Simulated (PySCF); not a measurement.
# Electron correlation in Cu (copper, neutral)

[Ar] 3d9 4s1 4p1, one real determinant (an excited configuration). Computed with PySCF 2.14 in dyall-av2z (16s12p7d2f, 101 functions), with the non-relativistic Hamiltonian (point nucleus). Frozen: [Ar]; 11 electrons correlated; the 33 highest virtual orbitals of each spin left out.

MP2 pair energies summed by pair of shells (mhartree):

| pair | energy | share (%) |
| --- | --- | --- |
| 3d-3d | -304.17 | 91.5 |
| 3d-4s | -17.77 | 5.3 |
| 3d-4p | -8.54 | 2.6 |
| 4s-4p | -2.08 | 0.6 |

Total MP2 correlation energy: -332.55 mhartree.

Same-spin part -126.87 and opposite-spin part -205.67 mhartree; SCS-MP2 scales them by 1/3 and 6/5 to -289.10 mhartree.

The reference is one real determinant that mixes LS terms of this configuration.
